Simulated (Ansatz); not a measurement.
CH6Cl3NSi2 (SMILES N[SiH2]C[Si](Cl)(Cl)Cl), singlet, at a GFN2-xTB geometry, atoms displaced at random by about 0.08 Å a coordinate; PBE/STO-3G, gradient (Ansatz, a first-principles code).

Ansatz was given this input:
Ansatz 0.2 input:
```yaml
crystal:
  periodic: [false, false, false]
  atoms:
    - {symbol: Si, position_ang: [0.65720918, 0.27302222, -0.21570371]}
    - {symbol: Cl, position_ang: [0.85989393, 1.30122163, 1.72357108]}
    - {symbol: Cl, position_ang: [1.75923948, -1.24938526, -0.19087721]}
    - {symbol: Cl, position_ang: [1.62753505, 1.64845373, -1.55183460]}
    - {symbol: C, position_ang: [-1.21858115, 0.02080463, -0.60891766]}
    - {symbol: Si, position_ang: [-2.19285914, -1.11315424, 0.50365029]}
    - {symbol: N, position_ang: [-3.77399155, -1.45593699, -0.05285595]}
    - {symbol: H, position_ang: [-1.20845633, -0.32740673, -1.51973912]}
    - {symbol: H, position_ang: [-1.55495121, 0.87758696, -0.72255013]}
    - {symbol: H, position_ang: [-1.55456555, -2.51490446, 0.49859464]}
    - {symbol: H, position_ang: [-2.18578712, -0.69772475, 1.95501592]}
    - {symbol: H, position_ang: [-4.35740469, -0.57862415, 0.33760416]}
    - {symbol: H, position_ang: [-3.94802729, -1.95480022, -0.80629059]}
basis:
  gaussian:
    orbitals: STO-3G
hamiltonian:
  xc: pbe
output: {forces: true}
```

It wrote (shortened):

```
Functional definition: PBE
713 factors; integrals over basis functions are off by at most 4.2e-5 eV
mean field evaluation 1: about -55289.0373 eV, gradient 4.5e1 eV
mean field evaluation 2: about -55235.4256 eV, gradient 1.1e2 eV
mean field evaluation 4: about -55296.5938 eV, gradient 4.7e0 eV
mean field evaluation 8: about -55296.6611 eV, gradient 2.4e-1 eV
mean field evaluation 16: about -55296.6613 eV, gradient 3.3e-5 eV
mean field -55296.66132516 eV, -2032.1148222765 hartree, gradient 3.3e-5 eV, S^2 0.000000; 0 other end points of the search recorded, 0 dependent functions left out
the calculation of the forces begins
reference -55296.66135486 eV, -2032.1148233679 hartree; 49, 49 occupied and 12, 12 virtual orbitals, 713 factors
Total energy: -55296.66135486 eV, -2032.1148233679 hartree
Atom 0 at     0.657209     0.273022    -0.215704 Å, force    -4.393232     7.034260     0.925625 eV/Å
Atom 1 at     0.859894     1.301222     1.723571 Å, force    -0.285260    -0.684259    -1.042853 eV/Å
Atom 2 at     1.759239    -1.249385    -0.190877 Å, force     3.994509    -6.218933     0.132067 eV/Å
Atom 3 at     1.627535     1.648454    -1.551835 Å, force    -0.458940    -0.195900     0.045346 eV/Å
Atom 4 at    -1.218581     0.020805    -0.608918 Å, force     5.804116    -6.755087     6.587407 eV/Å
Atom 5 at    -2.192859    -1.113154     0.503650 Å, force     1.397804    -3.382208     1.662078 eV/Å
Atom 6 at    -3.773992    -1.455937    -0.052856 Å, force     0.773634     7.851764     9.378894 eV/Å
Atom 7 at    -1.208456    -0.327407    -1.519739 Å, force     0.033631    -3.141888    -6.462905 eV/Å
Atom 8 at    -1.554951     0.877587    -0.722550 Å, force    -4.260701    10.384900    -0.513972 eV/Å
Atom 9 at    -1.554566    -2.514904     0.498595 Å, force    -0.121696     1.743532    -0.176564 eV/Å
Atom 10 at    -2.185787    -0.697725     1.955016 Å, force    -0.196247     0.158320    -1.302745 eV/Å
Atom 11 at    -4.357405    -0.578624     0.337604 Å, force     0.129480    -3.066134    -2.392438 eV/Å
Atom 12 at    -3.948027    -1.954800    -0.806291 Å, force    -2.417100    -3.728368    -6.839941 eV/Å
Dipole moment:    -0.835876    -0.268088    -0.341667 e Å
```
